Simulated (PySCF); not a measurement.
C3Si, SMILES [C]1[c+]2[si-2][c+]21 (connectivity only; charge and spin as stated), neutral, multiplicity 1. Coordinates come from a r2SCAN-D4/def2-TZVP optimisation.

TDA-B3LYP/def2-SVPD (PySCF 2.14.0) puts the lowest singlet excitations at 1.39, 3.28, 3.33, 3.93, 4.27, 5.17 eV.

Task: What are the lowest excitation roots from PySCF 2.14.0 with ADC(2)/aug-cc-pVDZ? (An estimate is asked for; the answer gives what the named calculation found.)

Result: 1.70, 3.48, 3.68, 4.01, 4.71, 5.41 eV. S1 differs by 0.31 eV (second minus first; roots are paired by order, and the bases may differ).
